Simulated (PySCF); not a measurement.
CH6AlN, singlet, at a GFN2-xTB geometry (such geometries of metal compounds can be far from the true shape); CCSD/cc-pVDZ (PySCF).

The PySCF input:
```python
from pyscf import gto, scf, cc

mol = gto.Mole()
mol.atom = '''
    Al   -0.338540   -0.234852   -0.218008
    H    -1.474672   -0.930114   -0.993234
    C     0.130428    1.650618   -0.648180
    H     1.170183    1.756716   -0.976403
    H     0.015396    2.315690    0.214679
    H    -0.497215    2.058098   -1.447928
    N     0.434736   -1.258727    1.012208
    H     1.195431   -1.022215    1.638729
    H     0.166182   -2.217714    1.201889
'''
mol.basis = 'cc-pvdz'
mol.charge = 0
mol.spin = 0
mol.verbose = 4
mol.max_memory = 1800
mol.build()

mf = scf.RHF(mol)
mf.kernel()

mycc = cc.CCSD(mf, frozen=7)
mycc.kernel()
print('E(CCSD) = %.10f' % mycc.e_tot)
```

Task: What does PySCF print? Leave out banner, timings and long lists.

Result: 
```
PySCF version 2.14.0

[INPUT] verbose = 4
[INPUT] num. atoms = 9
[INPUT] num. electrons = 32
[INPUT] charge = 0
[INPUT] spin (= nelec alpha-beta = 2S) = 0
[INPUT] symmetry False subgroup None
[INPUT] Mole.unit = angstrom
[INPUT] Symbol           X                Y                Z      unit          X                Y                Z       unit  Magmom
[...]
nuclear repulsion = 97.8626128205787
number of shells = 33
number of NR pGTOs = 135
number of NR cGTOs = 76
basis = cc-pvdz
ecp = {}

******** <class 'pyscf.scf.hf.RHF'> ********
method = RHF
initial guess = minao
damping factor = 0
level_shift factor = 0
DIIS = <class 'pyscf.scf.diis.CDIIS'>
diis_start_cycle = 1
diis_space = 8
diis_damp = 0
SCF conv_tol = 1e-09
SCF conv_tol_grad = None
SCF max_cycles = 50
direct_scf = True
direct_scf_tol = 1e-13
Set gradient conv threshold to 3.16228e-05
Initial guess from minao.
init E= -337.666632930627
[...]
cycle= 1 E= -337.726446401548  delta_E= -0.0598  |g|= 0.321  |ddm|= 2.24
[...]
cycle= 2 E= -337.757193384715  delta_E= -0.0307  |g|= 0.135  |ddm|= 0.371
[...]
cycle= 3 E= -337.7618242821  delta_E= -0.00463  |g|= 0.0445  |ddm|= 0.122
[...]
cycle= 4 E= -337.762504391975  delta_E= -0.00068  |g|= 0.00477  |ddm|= 0.0537
[...]
cycle= 5 E= -337.762516710288  delta_E= -1.23e-05  |g|= 0.00142  |ddm|= 0.00718
[...]
cycle= 6 E= -337.762517775613  delta_E= -1.07e-06  |g|= 0.00044  |ddm|= 0.00233
[...]
cycle= 7 E= -337.762517883469  delta_E= -1.08e-07  |g|= 0.000127  |ddm|= 0.00069
[...]
cycle= 8 E= -337.762517896603  delta_E= -1.31e-08  |g|= 2.76e-05  |ddm|= 0.000271
[...]
cycle= 9 E= -337.762517897432  delta_E= -8.29e-10  |g|= 7.21e-06  |ddm|= 7.01e-05
[...]
Extra cycle  E= -337.762517897471  delta_E= -3.83e-11  |g|= 3.2e-06  |ddm|= 1.21e-05
converged SCF energy = -337.762517897471

******** <class 'pyscf.cc.ccsd.CCSD'> ********
CC2 = 0
CCSD nocc = 9, nmo = 69
frozen orbitals 7
max_cycle = 50
direct = 0
conv_tol = 1e-07
conv_tol_normt = 1e-05
diis_space = 6
diis_start_cycle = 0
diis_start_energy_diff = 1e+09
Init t2, MP2 energy = -338.153595621424  E_corr(MP2) -0.391077723953639
Init E_corr(CCSD) = -0.391077723959749
cycle = 1  E_corr(CCSD) = -0.417519709287042  dE = -0.0264419853  norm(t1,t2) = 0.051052
cycle = 2  E_corr(CCSD) = -0.427215442167392  dE = -0.00969573288  norm(t1,t2) = 0.0170745
cycle = 3  E_corr(CCSD) = -0.429814333362332  dE = -0.00259889119  norm(t1,t2) = 0.00863546
cycle = 4  E_corr(CCSD) = -0.431259673208551  dE = -0.00144533985  norm(t1,t2) = 0.00357444
cycle = 5  E_corr(CCSD) = -0.431110341217267  dE = 0.000149331991  norm(t1,t2) = 0.00134756
cycle = 6  E_corr(CCSD) = -0.431065113926134  dE = 4.52272911e-05  norm(t1,t2) = 0.00035744
cycle = 7  E_corr(CCSD) = -0.431072045274644  dE = -6.93134851e-06  norm(t1,t2) = 0.000120411
cycle = 8  E_corr(CCSD) = -0.43107445733433  dE = -2.41205969e-06  norm(t1,t2) = 2.94797e-05
cycle = 9  E_corr(CCSD) = -0.431073033743573  dE = 1.42359076e-06  norm(t1,t2) = 9.16596e-06
cycle = 10  E_corr(CCSD) = -0.431073100845626  dE = -6.71020522e-08  norm(t1,t2) = 3.4539e-06
CCSD converged
E(CCSD) = -338.1935909983162  E_corr = -0.4310731008456255
E(CCSD) = -338.1935909983
```
